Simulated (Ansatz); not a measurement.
Cost and result for the atomization energy of CH4BrClSi, SMILES `C[SiH](Cl)Br` (8 atoms, 7 bonds).

Total charge 0; spin multiplicity 1. Correlated methods include outer-core shells of Br, which these sets cover unevenly. Scalar relativity is left out up to krypton. Geometry: relaxed with PBE0-D4/def2-TZVP. Program: Ansatz. All runs use 4 threads of a server CPU on a shared host. Times are those of one run each, without the atoms' runs, and a repeat can differ threefold. Electronic energies, without spin–orbit coupling; frozen cores. CCSD(T)/CBS adds CCSD(T) − MP2 in def2-TZVPP to the MP2 limit, and its time is that of the two runs behind it. T1 = 0.008. With those shells the extrapolation isn't a true limit. HSE06 is the plane-wave form, built on full-range PBE exchange.

CCSD(T)/CBS is a level of theory with its own doubt, some kJ/mol a heavy atom from the limit and from the frozen cores, so smaller differences don't rank the functionals.

| level | functions | wall time |
| --- | --- | --- |
| LDA (SPW92)/def2-TZVPP | 219 | 0.95 s |
| revPBE-D4/def2-TZVPP | 219 | 1.4 s |
| BLYP-D4/def2-TZVPP | 219 | 1.6 s |
| PBE0-D4/def2-TZVPP | 219 | 2.6 s |
| HSE06-D4/def2-TZVPP | 219 | 2.8 s |
| CCSD(T)/def2-SVP | 102 | 3 s |
| r2SCAN-D4/def2-TZVPP (with forces) | 219 | 3.7 s |
| B2PLYP/def2-TZVPP | 219 | 3.8 s |
| r2SCANh-D4/def2-TZVPP | 219 | 4.3 s |
| B97M-V/def2-TZVPP | 219 | 7 s |
| MP2/def2-QZVPP | 406 | 14 s |
| CCSD(T)/def2-TZVPP | 219 | 82 s |
| CCSD(T)/CBS(def2) | – | 95 s |

(1) What atomization energy does each give, and how far from CCSD(T)/CBS? (Best estimate.)

Answers

(1) Computed: 
```csv
level,atomization (kcal/mol),difference from CCSD(T)/CBS,per bond
LDA (SPW92)/def2-TZVPP,728.2,76.1,10.9
revPBE-D4/def2-TZVPP,640.7,-11.4,-1.6
BLYP-D4/def2-TZVPP,638.3,-13.8,-2.0
PBE0-D4/def2-TZVPP,649.6,-2.5,-0.3
HSE06-D4/def2-TZVPP,650.0,-2.1,-0.3
CCSD(T)/def2-SVP,606.3,-45.8,-6.5
r2SCAN-D4/def2-TZVPP (with forces),653.0,0.9,0.1
B2PLYP/def2-TZVPP,639.0,-13.1,-1.9
r2SCANh-D4/def2-TZVPP,650.6,-1.5,-0.2
B97M-V/def2-TZVPP,653.1,1.0,0.1
MP2/def2-QZVPP,654.7,2.6,0.4
CCSD(T)/def2-TZVPP,632.8,-19.3,-2.7
CCSD(T)/CBS(def2),652.1,0.0,0.0
```

Leaving LDA and LC-ωPBE aside and taking each functional with its dispersion term where it has one, the values, not all of them listed here, spread over 18.8 kcal/mol, from BHLYP-D4 to PBE-D4. LDA lies +79.5 kcal/mol from PBE without D4, its usual overbinding. At CCSD(T), def2-SVP lies −45.8 kcal/mol from the extrapolated value and def2-TZVPP −19.2 kcal/mol: correlation converges slowly with the basis, and small sets miss more of it in the bonded molecule than in its fragments. In def2-TZVPP, CCSD(T) changes the Hartree–Fock value by +137.9 kcal/mol (the triples alone add +8.7 kcal/mol) and MP2 by +148.5 kcal/mol; breaking electron pairs costs correlation energy, which Hartree–Fock lacks.
